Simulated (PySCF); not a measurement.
# [Tm(NH2)3]− at several levels of theory

Computed with PySCF 2.14.0 (density fitting, no spin-orbit coupling) at the geometry relaxed with PBE0:

```xyz
10
[Tm(NH2)3]− (singlet in the valence; each metal's 4f electrons, 13 of them, lie in its core potential, out of spins and levels; a saddle point, relaxed within its symmetry)
Tm    0.0000    0.0000    0.0000
N     2.3833    0.0000    0.0000
H     3.0227    0.0000    0.8001
H     3.0227    0.0000   -0.8001
N    -1.1916    2.0640    0.0000
H    -1.5114    2.6178    0.8001
H    -1.5114    2.6178   -0.8001
N    -1.1916   -2.0640    0.0000
H    -1.5114   -2.6178    0.8001
H    -1.5114   -2.6178   -0.8001
```

| level | basis | state | HOMO (eV) | gap (eV) | charge on Tm1 (e) | population of f-type functions on Tm1 (polarisation alone where 4f lies in the core) | dipole about the centre of mass (D) | largest force component (eV/Å) |
| --- | --- | --- | --- | --- | --- | --- | --- | --- |
| PBE0 | Tm lcecp-0-SVP with ECP59, N def2-SVP, H def2-SVP | singlet | – | – | 0.42 | 0.02 | 0.00 | 0.00 |
| M06-L | the same | singlet | – | – | 0.54 | 0.02 | 0.00 | 0.06 |
| TPSS | the same | singlet | – | – | 0.31 | 0.02 | 0.00 | 0.38 |

In the lcecp rows the 4f levels are missing from HOMO and gap, and the state counts the valence alone.

Charges are Mulliken's, which hang on the basis. The relaxation used the grid (50, 194), these runs (75, 302) or, all-electron (x2c bases, spin-free X2C Hamiltonian), (99, 590).

**Question.** What does PBE0 with Tm lcecp-0-TZVP with ECP59, N def2-TZVP, H def2-TZVP give here?

**Answer.** state singlet, charge on Tm1 (e) 1.14, population of f-type functions on Tm1 (polarisation alone where 4f lies in the core) 0.02, dipole about the centre of mass (D) 0.00, largest force component (eV/Å) 0.47. Time: 16 s on 2 threads of Arm Neoverse V1 (shared host), from free ions and atoms.

An lcecp potential fixes the number of 4f electrons, so in runs with it no electron can move into or out of that shell.
